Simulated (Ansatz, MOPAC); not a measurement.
System: CdF2 (charge 0, singlet). SMILES: [F][Cd][F]

Atoms: Cd1, F2, F3. Bonds: Cd1-F2, Cd1-F3.

Bond lengths (Å) and angles (degrees) optimised at PM3 with MOPAC; PM7 with MOPAC; HF/STO-3G with Ansatz (a first-principles code); B3LYP/LANL2DZ with Ansatz; B3LYP/6-31G* with LANL2DZ past Ar with Ansatz; MP2/6-31G* with LANL2DZ past Ar with Ansatz, each started from the B3LYP-D3(BJ)/def2-TZVP structure (Ansatz) of the last column. A row stands for all coordinates that are equal there. 6-31G* holds six Cartesian d functions. No wavenumbers were computed at HF/STO-3G, B3LYP/LANL2DZ, MP2/6-31G* with LANL2DZ past Ar, so these may be saddle points.

| coordinate | PM3 | PM7 | HF/STO-3G | B3LYP/LANL2DZ | B3LYP/6-31G* with LANL2DZ past Ar | MP2/6-31G* with LANL2DZ past Ar | B3LYP-D3(BJ)/def2-TZVP |
|---|---|---|---|---|---|---|---|
| Cd1-F2 | 1.966 | 1.897 | 1.793 | 1.961 | 1.923 | 1.892 | 1.933 |
| F2-Cd1-F3 | 180.0 | 180.0 | 180.0 | 180.0 | 180.0 | 180.0 | 180.0 |

Mean signed difference of all 2 bond lengths from B3LYP-D3(BJ)/def2-TZVP: PM3 0.032 Å, PM7 -0.037 Å, HF/STO-3G -0.140 Å, B3LYP/LANL2DZ 0.028 Å, B3LYP/6-31G* with LANL2DZ past Ar -0.011 Å, MP2/6-31G* with LANL2DZ past Ar -0.041 Å.
